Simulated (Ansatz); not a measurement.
Frontier orbitals of CH4INOSi, SMILES `N[Si]1(I)CO1`.

Total charge 0; spin multiplicity 1. Correlated methods include outer-core shells of I, which these sets cover unevenly. I takes the def2 core potential. Geometry: relaxed with PBE0-D4/def2-TZVP. It is one conformer, not always the lowest. Basis def2-TZVPP, Ansatz 0.2.0.

Orbital energies of one run (eV). Highest occupied ones, from the top: -7.26, -7.82, -7.96, -8.54, -9.22, -10.07, -11.37, -12.55, -12.98, -14.68, -14.90, -18.23, -19.68, -24.51. Empty: -0.43, 0.71, 0.81, 1.67, 2.09, 2.33.

Task: Which functional gave them?
A. LDA (SPW92)
B. HSE06 (plane-wave form)
C. PBE
D. PBE0

Result: D. HOMO energies: PBE0 -7.26, LDA (SPW92) -6.13, HSE06 -6.86, PBE -5.95 eV.
